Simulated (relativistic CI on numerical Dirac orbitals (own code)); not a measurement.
# Radial parameters of In XLII

Computed by Dirac-Coulomb-Breit CI, orbitals from a KLI potential per configuration, a model potential for QED, unscaled Slater integrals (own radial code, finite nucleus).

Slater integrals F^k, G^k are unscaled and averaged over j, outside the closed core 1s2; ζ comes from projecting the Hamiltonian with its Breit term on Σ l·s of the shell.

- 2s2 2p4: F^2(2p,2p) = 885070, ζ(2p) = 1.1933e+06 cm⁻¹; <r>(2p) = 0.1073, <r^2>(2p) = 0.01397 (bohr units).
- 2s 2p5: G^1(2s,2p) = 945070, ζ(2p) = 1.1878e+06 cm⁻¹; <r>(2s) = 0.1239, <r^2>(2s) = 0.01807, <r>(2p) = 0.1075, <r^2>(2p) = 0.01402 (bohr units).
- 2p5 3s: ζ(2p) = 1.2038e+06, G^1(2p,3s) = 93038 cm⁻¹; <r>(2p) = 0.107, <r^2>(2p) = 0.01388, <r>(3s) = 0.2921, <r^2>(3s) = 0.09713 (bohr units).

Averages of the first 10 configurations, taken without configuration mixing, which lowers the lowest level and can move excited configurations by several eV; other configurations of the list can lie among them:

```json
{"Configuration": "2s2 2p4", "Parity": "even", "States": "15", "Average energy above the lowest level (eV)": "154.1"}
{"Configuration": "2s 2p5", "Parity": "odd", "States": "12", "Average energy above the lowest level (eV)": "539.8"}
{"Configuration": "2p6", "Parity": "even", "States": "1", "Average energy above the lowest level (eV)": "963.6"}
{"Configuration": "2p5 3s", "Parity": "odd", "States": "12", "Average energy above the lowest level (eV)": "4593.8"}
{"Configuration": "2p5 3p", "Parity": "even", "States": "36", "Average energy above the lowest level (eV)": "4699.0"}
{"Configuration": "2p5 3d", "Parity": "odd", "States": "60", "Average energy above the lowest level (eV)": "4806.1"}
{"Configuration": "2s2 2p3 3s", "Parity": "odd", "States": "40", "Average energy above the lowest level (eV)": "3833.5"}
{"Configuration": "2s2 2p3 3p", "Parity": "even", "States": "120", "Average energy above the lowest level (eV)": "3944.8"}
{"Configuration": "2s2 2p3 3d", "Parity": "odd", "States": "200", "Average energy above the lowest level (eV)": "4052.3"}
{"Configuration": "2s 2p4 3s", "Parity": "even", "States": "60", "Average energy above the lowest level (eV)": "4194.4"}
```
